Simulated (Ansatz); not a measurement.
Species: AuH, net charge 0, singlet state. 
Structure (B3LYP-D3(BJ)/def2-TZVP (Ansatz, a first-principles code) minimum search):
```xyz
2

Au     0.0000     0.0000    -0.0193
H      0.0000     0.0000     1.5273
```

Total electronic energies in hartree. Valence correlation only, unless marked. No spin-orbit coupling. Frozen are the shells of the preceding noble gas and the d and f shells that filled before the atom's block. In def2 rows, elements after Kr have scalar-relativistic effective core potentials. Basis-set limits of correlation are two-point, X^-3; Hartree-Fock from the larger set.

The T1 diagnostic of CCSD in the largest basis is 0.032, which is high, so the coupled-cluster rows are less sure than usual.

```
level                                        program  energy (Eh)
------------------------------------  --------------  -----------
BHLYP/def2-TZVPD                              Ansatz   -136.17675
HSE06-D4/def2-TZVPD                   Ansatz + dftd4          [?]
CAM-B3LYP-D3(BJ)/def2-TZVPD           Ansatz + dftd3   -136.26955
wB97M-V/def2-TZVPD                            Ansatz          [?]
B2PLYP-D3(BJ)/def2-TZVPD              Ansatz + dftd3   -136.08546
B2PLYP/def2-TZVPD                             Ansatz   -136.08506
MP2/def2-QZVPPD                               Ansatz   -135.79429
SCS-MP2/def2-QZVPPD                           Ansatz   -135.75574
CCSD(T)/CBS(def2-TZVPPD,def2-QZVPPD)          Ansatz    -135.7976
```

### Question
Some entries are withheld; supply them.

### Answer

- HSE06-D4/def2-TZVPD, energy (Eh): -136.31154
- wB97M-V/def2-TZVPD, energy (Eh): -136.22143
